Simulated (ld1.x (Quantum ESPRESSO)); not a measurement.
**palladium, TM: configuration errors across variants**

- Element: Pd (Z = 46)
- Generator: ld1.x (Quantum ESPRESSO) 7.5
- Type: norm-conserving Troullier–Martins (Kleinman–Bylander form)
- Functional: LDA (PZ)
- Relativity: scalar-relativistic
- Frozen core: [Kr]
- Valence charge: 10
- Reference configuration: 4d7 5s0 5p0 (charge +3)
- Partial waves: 5p (bound, empty): rc 1.90 bohr; 4d (bound): rc 1.15 bohr; 5s (bound, empty): rc 2.25 bohr
- Local potential: the s channel
- Core correction: a·sin(br)/r model core, default radius (core density twice the valence density)

All-electron excitation energies from the reference (eV): (1) 4d10 5s0 5p0 -65.065; (2) 4d9 5s0 5p0 -55.676; (3) 4d8 5s0 5p0 -34.595; (4) 4d8 5s1 5p0 -51.269; (5) 4d9 5s0 5p1 -59.747; (6) 4d6 5s0 5p0 49.553; (7) 4d9 5s1 5p0 -63.629; (8) 4d7 5s0 5p0 spin -1.564; (9) 4d9 5s0 5p0 spin -55.820.

Spin tests fill each open shell by Hund’s rule, majority spin first.

Tests that are not counted but printed errors over 1 eV. “all radii but the core radius scaled by about 0.81 (s 1.82, p 1.54, d 0.92 bohr)”: 4d9 5s0 5p1 (solver errors, printed error -2.9 eV).

A true bound ghost makes a file unfit for plane-wave use even where its test errors are small: the radial tests pick states by their node count and pass the ghost by. Where a test does run into it, the solver fails or the error is huge.

Errors AE − PS in meV (a dash: test not solved or not reliable):

```csv
change,(1),(2),(3),(4),(5),(6),(7),(8),(9),bound ghosts
base,-1211,-745,-233,-184,-666,-319,-601,+62,-741,p
"all radii but the core radius scaled by about 0.81 (s 1.82, p 1.54, d 0.92 bohr)",-1086,-681,-218,-163,–,-303,-523,+50,-677,p
"all radii but the core radius scaled by about 1.10 (s 2.48, p 2.10, d 1.26 bohr)",-1203,-742,-233,-185,-637,-319,-597,+63,-737,none
"all radii but the core radius scaled by about 1.25 (s 2.80, p 2.36, d 1.44 bohr)",-1176,-735,–,-197,-615,-322,-590,+66,-731,none
"all radii but the core radius scaled by about 1.34 (s 3.00, p 2.54, d 1.54 bohr)",-1160,-736,-235,-217,-604,-327,-591,+68,-731,none
```

Q: Give the same row for: all radii but the core radius scaled by about 0.86 (s 1.94, p 1.64, d 1.00 bohr).

A: -1164, -722, -229, -179, -4056, -315, -574, +55, -719; bound ghosts: p.
